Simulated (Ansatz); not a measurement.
`[NH2][Sn][Cl]` + HBr → `[Cl][Sn][Br]` + NH₃  (ligand exchange at the Sn–N bond)

Computed with Ansatz on PBE0-D4/def2-TZVP structures; ΔE is electronic, products minus reactants. CBS: MP2 limit from def2 TZ/QZ plus the TZ coupled-cluster correction, frozen cores. This one scheme is used for every species. DFT in def2-TZVPP. HSE06 is defined as in plane-wave codes. Elements past krypton have def2 core potentials. For Br, Sn outer-core shells are correlated without core-valence functions, which leaves a few kJ/mol of doubt a bond. Scalar relativity is left out up to krypton. Each species was taken in one conformer, which may not be the lowest.

```csv
level,ΔE (kcal/mol),difference from CCSD(T)/CBS
PBE-D4,-24.5,-0.6
r2SCAN-D4,-24.3,-0.4
PBE0-D4,-25.3,-1.4
BHLYP-D4,-26.2,-2.3
CAM-B3LYP-D4,-23.1,0.8
ωB97X-V,-23.2,0.7
BLYP,-24.4,-0.5
r2SCAN,-24.4,-0.5
HSE06,-25.4,-1.5
LC-ωPBE,-22.4,1.5
HF/def2-SVP,-27.0,-3.1
SCS-MP2/def2-TZVPP,-22.6,1.3
CCSD/def2-TZVPP,-22.4,1.5
MP2/def2-QZVPP,-23.9,0.0
MP2/CBS(def2),-24.7,-0.8
CCSD/CBS(def2),-24.3,-0.4
CCSD(T)/CBS,-23.9,0
```

Largest T1 diagnostic among the species: 0.016.

From r2SCAN to r2SCAN0 (25 % exact exchange), in def2-TZVPP and without D4, ΔE moves by −0.8 kcal/mol. In def2-TZVPP, CCSD(T) changes the Hartree–Fock value by +4.7 kcal/mol (the triples alone add +0.4 kcal/mol) and MP2 by +3.9 kcal/mol. At CCSD(T), def2-SVP lies +1.4 kcal/mol from the extrapolated value and def2-TZVPP +1.9 kcal/mol.
